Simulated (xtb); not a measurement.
B(Cl)(H)(SiH3) (BClH4Si), SMILES [SiH3]BCl. All values are semi-empirical tight-binding results from xtb (GFN2-xTB unless named), good for trends rather than for accurate numbers. Coordinates come from a GFN2-xTB optimisation.

The orbital gap is 2.67 eV. The dipole moment is 0.80 D and the zero-point energy is 22.8 kcal/mol. The G − E(el) at 298.15 K (modified RRHO) is 4.9 kcal/mol, the static polarisability (D4 model) is 56.9 bohr³ and the solvation energy, GFN2-xTB/ALPB(water) comes out as -0.5 kcal/mol. The solvation energy, GFN2-xTB/ALPB(hexane) is -2.4 kcal/mol.
